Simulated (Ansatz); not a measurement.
C3H6Si, SMILES `[SiH3]C1C=C1` (charge 0, multiplicity 1).

Method: r2SCAN/cc-pVTZ // B3LYP-D3(BJ)/def2-TZVP run with Ansatz (an electronic-structure program).

Ansatz 0.2 input:
```yaml
crystal:
  periodic: [false, false, false]
  atoms:
    - { symbol: Si, position_ang: [1.447139, 0.08578, 0.388526] }
    - { symbol: C, position_ang: [-0.242693, -0.4333, -0.224386] }
    - { symbol: C, position_ang: [-1.406468, 0.54392, -0.318788] }
    - { symbol: C, position_ang: [-1.491848, -0.306572, 0.636888] }
    - { symbol: H, position_ang: [1.29492, 1.195065, 1.362264] }
    - { symbol: H, position_ang: [2.147745, -1.043337, 1.053376] }
    - { symbol: H, position_ang: [2.3072, 0.546028, -0.732299] }
    - { symbol: H, position_ang: [-0.234595, -1.250518, -0.950937] }
    - { symbol: H, position_ang: [-1.805732, 1.376996, -0.867635] }
    - { symbol: H, position_ang: [-2.015661, -0.714059, 1.482013] }
basis:
  gaussian: { orbitals: cc-pVTZ }
hamiltonian:
  xc: r2scan
```

Output:

```
Functional definition: r2SCAN
1127 factors; their error is unknown
mean field evaluation 1: about -11074.6407 eV, gradient 5.5e1 eV
mean field evaluation 2: about -11066.2875 eV, gradient 7.8e1 eV
mean field evaluation 4: about -11082.0714 eV, gradient 3.6e0 eV
mean field evaluation 8: about -11082.1057 eV, gradient 5.1e-2 eV
mean field evaluation 16: about -11082.0691 eV, gradient 6.6e-5 eV
mean field -11082.06908020 eV, -407.2585270011 hartree, gradient 6.6e-5 eV, S^2 0.000000; 0 other end points of the search recorded, 0 dependent functions left out
reference -11082.06909272 eV, -407.2585274612 hartree; 19, 19 occupied and 189, 189 virtual orbitals, 1127 factors
Total energy: -11082.06909272 eV, -407.2585274612 hartree
```
